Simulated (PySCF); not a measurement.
Species: [CrOI4]- (charge -1 and doublet state).
Structure used (PBE0-D3(BJ)/def2-SVP), in Å, numbered top down from 1:
```xyz
6
CrI4O angstrom
Cr     0.009   -0.016    0.167
O      0.002   -0.015    1.675
I      2.581   -0.022   -0.461
I      0.019    2.551   -0.480
I     -2.556   -0.012   -0.487
I      0.009   -2.581   -0.483
```

Computed, not measured: PBE0-D3(BJ)/def2-SVP geometry optimisation, gas phase, def2 core potentials past Kr (PySCF).

Q: Which atoms are bound to Cr1, and at what distances?

A: 5 atoms: O2 1.508 Å, I6 2.647 Å, I4 2.647 Å, I5 2.647 Å, I3 2.648 Å.

Q: List the angles at Cr1.

A: 
```
    angle  degrees  distance of the outer atoms (Å)
I3–Cr1–I5    152.0                             5.14
I4–Cr1–I6    151.6                             5.13
O2–Cr1–I6    104.3                             3.35
O2–Cr1–I4    104.1                             3.35
O2–Cr1–I5    104.0                             3.35
O2–Cr1–I3    104.0                             3.35
I4–Cr1–I5     86.7                             3.63
I5–Cr1–I6     86.6                             3.63
I3–Cr1–I4     86.6                             3.63
I3–Cr1–I6     86.5                             3.63
```

Q: What is the shape at Cr1?

A: Square pyramidal: τ5 = (β − α)/60° = 0.01 from the two widest angles, 152.0° and 151.6° (0 for a square pyramid, 1 for a trigonal bipyramid).

Q: What are the rotational constants (commonest isotopes, rigid rotor)?

A: A = 287.3, B = 286.8, C = 151.1 MHz: an oblate symmetric top.

Point group: C4v (every atom within 0.08 Å of its image). Charge -1, doublet. ⟨S²⟩ = 0.904 (exact for a doublet: 0.75). The geometry's basis has no diffuse functions, a weakness for an anion. Stationary, but not proved a minimum.

Hardware: one thread, Arm Neoverse V1 (aarch64), no GPU, shared host with 32 logical CPUs at a one-minute load of 16. Cost: 8.5 min wall, 0.78 GiB resident at most. That covers the optimisation of the geometry.
